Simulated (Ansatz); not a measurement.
Gas-phase reaction R1 + R2 → P1, each structure at its B3LYP-D3(BJ)/def2-TZVP stationary point, reached from a drawn start (curvature not checked).
P1, CH4O2 (SMILES OCO) (charge 0, multiplicity 1):
```xyz
7

O     -1.04492     0.55854     0.31633
C     -0.08857    -0.40284    -0.05642
O      1.19850     0.14030    -0.21846
H     -1.10099     1.21668    -0.38724
H     -0.32644    -0.86412    -1.01808
H     -0.11757    -1.15560     0.73520
H      1.47989     0.50704     0.62867
```
R1: CH2O (SMILES C=O), charge 0, multiplicity 1.
R2: H2O (SMILES O), charge 0, multiplicity 1.

P less R. No zero-point or thermal terms.

Correlated levels freeze the cores.

Run with Ansatz (Gaussian basis) for Hartree–Fock, density functionals and correlated methods. No computed number here is a measurement.

One of these levels gives -62.3 kJ/mol for the reaction energy. Which?
A. r2SCAN/def2-TZVPPD
B. SCS-MP2/aug-cc-pVQZ
C. PBE/def2-TZVPPD

C, PBE/def2-TZVPPD. The others give -69.9 (r2SCAN/def2-TZVPPD), -52.5 (SCS-MP2/aug-cc-pVQZ)

Ansatz is a first-principles code.
